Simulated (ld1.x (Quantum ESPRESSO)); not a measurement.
## Which change was made? (Si, RRKJ)

Si (Z = 14), norm-conserving RRKJ (Kleinman–Bylander form), made with ld1.x (Quantum ESPRESSO) 7.5 (PBEsol, scalar-relativistic). Core [Ne], reference 3s2 3p1 (charge +1). Waves: 3p (bound): rc 1.95 bohr; 3d channel at 0.35 Ry: rc 2.00 bohr; 3s (bound): rc 1.85 bohr. Local part: the s channel. Core correction: Bessel-smoothed model core inside 1.50 bohr.

Cutoffs, loose and tight: the cutoffs (Ry, on a coarse ladder) from which the occupation-weighted sum of valence levels, in a spherical-Bessel basis at the reference potential, stays within 10 and 1 mRy of its value at 400 Ry. They do not see the model core or the augmentation charge, which bear on the density cutoff. Test errors are all-electron minus pseudo excitation energies from the reference, over the configurations 3s2 3p2; 3s2 3p0; 3s1 3p0; 3s2 3p1.5; 3s1 3p3; 3s2 3p2.3; 3s0 3p4; variants that change the core or the reference have their own tests.

The base gives: outcome: generated; cutoff, loose: 21 Ry; cutoff, tight: 40 Ry; bound ghosts: none; largest test error (meV): +52.

Q: After one change the result is: outcome: generated; cutoff, loose: 21 Ry; cutoff, tight: 40 Ry; bound ghosts: none; largest test error (meV): +29. Which change was it?
A. core correction none
B. core correction Bessel-smoothed model core inside 1.68 bohr
C. core correction Bessel-smoothed model core inside 2.00 bohr

A: B. The others give: core correction Bessel-smoothed model core inside 2.00 bohr → outcome: generated; cutoff, loose: 21 Ry; cutoff, tight: 40 Ry; bound ghosts: none; largest test error (meV): -16 | core correction none → outcome: generated; cutoff, loose: 21 Ry; cutoff, tight: 40 Ry; bound ghosts: none; largest test error (meV): +70.
